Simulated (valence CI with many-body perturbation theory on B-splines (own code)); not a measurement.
## E1 line list for In XXXVI

Calculated by valence CI with perturbative core correlation (CI+MBPT): four valence electrons over a frozen Dirac-Fock core [Ne], a basis of 11 s, 11 p, 10 d, 8 f, 5 g, 2 h functions for each j, with the one-electron correlation potential Σ1 (screened to all orders), the two-electron term Σ2, the three-electron term Σ3, Breit, model QED; selected single and double excitations, second order for the rest, scaled by the run's own slope (own B-spline code, finite nucleus).

The last digits are not significant, and no measured levels were compared; by estimate large intervals hold to a few tenths of a per cent, small ones and those within an open d or f shell to about a per cent. Among the levels kept, up to 690 cm⁻¹ of a level comes from second order outside the variational space, and about a tenth of that is noise between levels of different J, which matters for small intervals.

Lines 151 to 200 of 552 in falling wavelength, among levels below 4199.1 × 10³ cm⁻¹, chosen from the strongest by gf and those to the six lowest levels. Wavelengths and rates use the calculated energies. Electric multipoles are in the length gauge, E1 and E2 with the static RPA response of the core. Weak lines are less certain than strong ones. Lines between different terms over intervals too small for the method are left out, as are lines whose strength nearly cancels. Where a level lies close to another of its J and parity, the split of strength between their lines is uncertain. The highest levels of a list are the least certain.

Levels are named by their leading jj configuration (3d3/2^4 stands for four electrons in 3d with j = 3/2), which in mixed levels can hold well under half, so a name can repeat and another be missing. Letters in brackets count levels of one name in rising energy.

```csv
λ vac (nm),Upper,Lower,A (s⁻¹),S (a.u.)
8.312,(3p1/2 3p3/2^2 3d5/2) J=3 [a],(3s 3p1/2 3p3/2 3d5/2) J=2 [a],2.29e+10,4.55e-02
8.306,(3p1/2 3p3/2^2 3d3/2) J=2 [a],(3s 3p1/2 3p3/2 3d3/2) J=2 [c],3.13e+10,4.43e-02
8.300,(3s^2 3p1/2 3d5/2) J=3,(3s^2 3p1/2 3p3/2) J=2,5.08e+10,1.00e-01
8.298,(3p1/2 3p3/2^2 3d5/2) J=3 [a],(3s 3p1/2 3p3/2 3d5/2) J=3 [a],2.17e+10,4.27e-02
8.291,(3p1/2 3p3/2^2 3d3/2) J=1 [b],(3s 3p1/2 3p3/2 3d3/2) J=1 [b],2.47e+10,2.08e-02
8.290,(3s 3p1/2 3d3/2 3d5/2) J=3 [b],(3s 3p1/2 3p3/2 3d5/2) J=4 [b],1.34e+10,2.64e-02
8.289,(3s 3p3/2^2 3d5/2) J=2 [b],(3s^2 3p3/2 3d5/2) J=1,6.64e+10,9.34e-02
8.277,(3s 3p3/2^2 3d5/2) J=3 [b],(3s^2 3p3/2 3d3/2) J=3,1.63e+10,3.20e-02
8.274,(3s 3p1/2^2 3p3/2) J=1,(3s^2 3p1/2^2) J=0,4.50e+10,3.77e-02
8.274,(3s 3p1/2 3p3/2 3d5/2) J=2 [e],(3s 3p1/2 3p3/2^2) J=1 [b],4.63e+10,6.47e-02
8.270,(3s 3p3/2 3d3/2 3d5/2) J=1 [a],(3s 3p3/2^2 3d3/2) J=1 [a],4.91e+10,4.11e-02
8.270,(3p1/2 3p3/2^2 3d3/2) J=1 [c],(3s 3p1/2 3p3/2 3d5/2) J=0,5.14e+10,4.30e-02
8.270,(3s 3p3/2 3d5/2^2) J=4,(3s 3p3/2^2 3d3/2) J=3 [a],9.97e+09,2.51e-02
8.267,(3s^2 3p1/2 3d3/2) J=1,(3s^2 3p1/2 3p3/2) J=1,1.84e+10,1.54e-02
8.267,(3s 3p1/2 3p3/2^2) J=0,(3s^2 3p1/2 3p3/2) J=1,4.70e+10,1.31e-02
8.266,(3s 3p3/2 3d3/2 3d5/2) J=2 [b],(3s 3p3/2^2 3d3/2) J=2 [a],6.22e+10,8.67e-02
8.266,(3s 3p1/2^2 3d5/2) J=2,(3s 3p1/2^2 3p3/2) J=2,2.00e+10,2.78e-02
8.264,(3p1/2 3p3/2^2 3d5/2) J=2 [c],(3s 3p1/2 3p3/2 3d5/2) J=2 [e],1.30e+11,1.81e-01
8.264,(3s 3p3/2^2 3d5/2) J=2 [c],(3s 3p3/2^3) J=2,3.56e+10,4.96e-02
8.263,(3s 3p1/2 3d3/2 3d5/2) J=5,(3s 3p1/2 3p3/2 3d5/2) J=4 [b],2.60e+10,7.97e-02
8.263,(3p1/2 3p3/2^2 3d5/2) J=1 [b],(3s 3p1/2 3p3/2 3d3/2) J=1 [c],2.78e+10,2.32e-02
8.254,(3s 3p1/2 3p3/2 3d5/2) J=1 [a],(3s 3p1/2 3p3/2^2) J=2 [a],2.60e+10,2.16e-02
8.226,(3s 3p3/2^2 3d5/2) J=3 [b],(3s^2 3p3/2 3d3/2) J=2,3.65e+10,7.03e-02
8.226,(3s 3p3/2 3d3/2 3d5/2) J=3 [b],(3s 3p1/2 3p3/2 3d5/2) J=3 [e],5.82e+10,1.12e-01
8.208,(3s 3p1/2 3p3/2 3d3/2) J=0 [b],(3s^2 3p1/2 3d3/2) J=1,7.65e+10,2.09e-02
8.195,(3s 3p3/2 3d3/2 3d5/2) J=3 [d],(3s 3p3/2^2 3d3/2) J=3 [a],2.14e+10,4.06e-02
8.183,(3s 3p1/2 3d3/2 3d5/2) J=2 [a],(3s 3p1/2 3p3/2 3d3/2) J=1 [a],5.41e+10,7.32e-02
8.178,(3s^2 3d3/2 3d5/2) J=4,(3s^2 3p3/2 3d5/2) J=3,2.22e+11,5.40e-01
8.176,(3p1/2 3p3/2^2 3d5/2) J=2 [b],(3s 3p1/2 3p3/2 3d5/2) J=3 [d],2.98e+10,4.02e-02
8.170,(3s 3p1/2 3p3/2 3d5/2) J=1 [c],(3s 3p1/2 3p3/2^2) J=1 [a],6.75e+10,5.45e-02
8.170,(3p1/2 3p3/2^2 3d3/2) J=2 [a],(3s 3p1/2 3p3/2 3d5/2) J=2 [a],2.69e+10,3.62e-02
8.169,(3s 3p3/2 3d3/2 3d5/2) J=3 [b],(3s 3p1/2 3p3/2 3d5/2) J=2 [c],1.09e+10,2.06e-02
8.169,(3s 3p1/2 3d5/2^2) J=2 [b],(3s 3p1/2 3p3/2 3d3/2) J=3 [b],2.04e+10,2.74e-02
8.167,(3s 3p1/2 3d3/2 3d5/2) J=4 [e],(3s 3p1/2 3p3/2 3d5/2) J=3 [c],5.45e+10,1.32e-01
8.166,(3s 3p3/2 3d3/2 3d5/2) J=3 [a],(3s 3p1/2 3p3/2 3d3/2) J=2 [e],1.14e+10,2.15e-02
8.160,(3p1/2^2 3p3/2 3d5/2) J=1,(3s 3p1/2 3p3/2 3d3/2) J=0 [a],3.91e+10,3.15e-02
8.160,(3p1/2 3p3/2^2 3d5/2) J=2 [c],(3s 3p1/2 3p3/2 3d5/2) J=2 [d],3.54e+10,4.74e-02
8.158,(3p1/2 3p3/2^2 3d5/2) J=2 [a],(3s 3p1/2 3p3/2 3d3/2) J=1 [d],5.76e+10,7.72e-02
8.152,(3s 3p3/2^2 3d5/2) J=2 [c],(3s^2 3p3/2 3d5/2) J=1,2.35e+10,3.14e-02
8.151,(3s 3p3/2^2 3d3/2) J=1 [c],(3s^2 3p3/2 3d3/2) J=2,4.64e+10,3.72e-02
8.148,(3s 3p1/2 3d3/2 3d5/2) J=4 [c],(3s 3p1/2 3p3/2 3d5/2) J=3 [a],6.61e+10,1.59e-01
8.144,(3s 3p1/2 3p3/2 3d5/2) J=2 [c],(3s 3p1/2 3p3/2^2) J=1 [a],4.62e+10,6.16e-02
8.132,(3p1/2 3p3/2^2 3d5/2) J=5,(3s 3p1/2 3p3/2 3d5/2) J=4 [c],2.05e+10,5.99e-02
8.128,(3s 3p1/2 3p3/2 3d5/2) J=1 [b],(3s 3p1/2 3p3/2^2) J=0,5.35e+10,4.25e-02
8.128,(3s 3p1/2 3p3/2 3d5/2) J=0,(3s 3p1/2 3p3/2^2) J=1 [a],8.96e+10,2.38e-02
8.127,(3s 3p1/2 3p3/2^2) J=1 [a],(3s^2 3p1/2 3p3/2) J=2,1.74e+10,1.38e-02
8.127,(3s 3p1/2 3d5/2^2) J=5,(3s 3p1/2 3p3/2 3d5/2) J=5,3.00e+10,8.75e-02
8.118,(3s 3p1/2 3d3/2 3d5/2) J=3 [b],(3s 3p1/2 3p3/2 3d5/2) J=4 [a],2.65e+10,4.90e-02
8.117,(3s 3p3/2^2 3d5/2) J=4 [b],(3s^2 3p3/2 3d3/2) J=3,1.33e+11,3.15e-01
8.114,(3s 3p1/2 3d3/2 3d5/2) J=2 [d],(3s 3p1/2 3p3/2 3d3/2) J=2 [c],3.00e+10,3.95e-02
```
